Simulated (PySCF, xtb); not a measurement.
Ga(Me)(NH2) (CH₅GaN), SMILES [CH3][Ga+][NH2], charge +1.

GFN2-xTB run with xtb at its own geometry gives an orbital gap of 2.58 eV.

The structure is a stationary point at ωB97X-D3(BJ)/def2-SVP. The multiplicity is an assumed one; other spin states were not compared. The isomer is the one that the SMILES or the coordinates give; other isomers of the formula were not compared. One conformer was computed; it need not be the lowest.

What does M06-2X/def2-TZVPD (PySCF) give? (Estimate from the structure and the level; the computed values follow.)

gap 8.68 eV (levels -14.78 and -6.10 eV).
